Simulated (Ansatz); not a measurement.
PBE exchange is replaced step by step with exact exchange (0 % is PBE, 25 % PBE0; no dispersion term), basis def2-TZVP, Ansatz. System: the cluster Ru₃⁺. Charge 1, multiplicity 2. Geometry: PBE-D4/def2-TZVP.

Geometry of the doublet:

| atom | x (Å) | y (Å) | z (Å) |
| --- | --- | --- | --- |
| Ru1 | 0.2342 | -0.9415 | 0.6489 |
| Ru2 | -0.0472 | 1.2535 | 0.7929 |
| Ru3 | -0.1870 | -0.3120 | -1.4418 |

In the def2 sets Ru takes a core potential; there is no spin–orbit coupling. At PBE-D4/def2-TZVP, PBE with 5 % exact exchange/def2-TZVP, PBE with 10 % exact exchange/def2-TZVP, PBE with 15 % exact exchange/def2-TZVP and others the charge 1 doublet is spin-contaminated (final ⟨S²⟩ up to 4.24, 0.75 for a pure state). The geometry of the doublet was relaxed on an unsound state (⟨S²⟩ 3.24, where a pure state has 0.75). The order of the spin states hangs on the level: the sextet lies 0.06 eV below the doublet at PBE with 5 % exact exchange/def2-TZVP, but 0.05 eV above it at PBE-D4/def2-TZVP. The doublet is doubtful at PBE with 5 % exact exchange/def2-TZVP (⟨S²⟩ 3.42, where a pure state has 0.75). The sextet is doubtful at PBE with 5 % exact exchange/def2-TZVP (⟨S²⟩ 9.48, where a pure state has 8.75). The doublet is doubtful at PBE-D4/def2-TZVP (⟨S²⟩ 3.24, where a pure state has 0.75). The sextet is doubtful at PBE-D4/def2-TZVP (⟨S²⟩ 9.76, where a pure state has 8.75). The structure comes from a short search, and lower isomers may exist.

HOMO and LUMO are taken over both spins.

```csv
exact exchange (%),HOMO (eV),LUMO (eV),gap (eV),⟨S²⟩
0,-9.62,-9.10,0.52,3.239
5,-9.88,-8.79,1.09,3.424
10,-10.10,-8.49,1.61,3.570
15,-10.26,-8.16,2.10,3.696
25,-10.65,-7.57,3.08,3.901
35,-11.05,-7.02,4.03,4.061
50,-11.63,-6.29,5.34,4.241
```
